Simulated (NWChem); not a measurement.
Species: C2H4BF2N; SMILES NB(F)/C=C\F

```xyz
10

N     -1.4063     0.7260     0.0000
B     -0.0211     0.9352     0.0000
F      0.4390     2.2055     0.0000
C      1.0305    -0.2203     0.0000
C      0.7674    -1.5249     0.0000
F     -0.4987    -2.0132     0.0000
H     -2.0689     1.4886     0.0000
H     -1.8088    -0.1986     0.0000
H      2.0896     0.0315     0.0000
H      1.4878    -2.3385     0.0000
```
Atoms are numbered in this order, from 1.

Computed with NWChem. Medium grid unless said otherwise, to which SCAN and Minnesota functionals are sensitive. Structure relaxed at the B3LYP/6-31G* (spherical d) level.

For level M06-2X/def2-SVP:

| Quantity | Value |
|---|---|
| highest occupied level (eV) | -8.82 |
| orbital gap (eV) | 9.19 |

### Question
How do the values read with level PW6B95/def2-SVP instead?

### Answer
| Property | Value |
|---|---|
| highest occupied level (eV) | -7.62 |
| orbital gap (eV) | 7.10 |
